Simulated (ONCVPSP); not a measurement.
Configuration tests for Zr (ONCV)

* Element: zirconium (Zr)
* Generator: ONCVPSP 4.0.1
* Type: optimised norm-conserving Vanderbilt (ONCV)
* Functional: PBE
* Relativity: scalar-relativistic
* Frozen core: [Kr]
* Valence charge: 4
* Reference configuration: 4d2 5s2
* Partial waves: 5s: rc 2.95 bohr, ncon 5, nbas 8, qcut 2 1/bohr, 2 projectors, debl 0.9 Ha; p scattering state at 0.15 Ha: rc 2.55 bohr, ncon 4, nbas 8, qcut 2.7 1/bohr, 2 projectors, debl 0.4 Ha; 4d: rc 1.85 bohr, ncon 4, nbas 9, qcut 4.7 1/bohr, 2 projectors, debl 2 Ha
* Local potential: polynomial inside 1.30 bohr (lpopt 5, dvloc0 0 Ha)
* Core correction: polynomial model core, fcfact 0.65

Energies are relative to the spin-unpolarised reference configuration 4d2 5s2; without spin polarisation the order of configurations can differ from experiment.

(1) Give the all-electron excitation energy and the error of the potential for: 4d2 5s1; 4d2 5s0; 4d1 5s0; 4d3 5s1.

Note: ghosts flagged at negative energy: s at -66.8 eV, p at -333.7 eV, p at -25.4 eV; GHOST(+) flagged for p at 468.4 eV. A true bound ghost makes a file unfit for plane-wave use.

## Answers

(1)

```json
{"valence configuration": "4d2 5s1", "charge": "+1", "ΔE all-electron (eV)": "7.137", "error AE − PS (meV)": "-7.2"}
{"valence configuration": "4d2 5s0", "charge": "+2", "ΔE all-electron (eV)": "20.078", "error AE − PS (meV)": "-36"}
{"valence configuration": "4d1 5s0", "charge": "+3", "ΔE all-electron (eV)": "42.704", "error AE − PS (meV)": "-205"}
{"valence configuration": "4d3 5s1", "charge": "0", "ΔE all-electron (eV)": "1.195", "error AE − PS (meV)": "-66"}
```
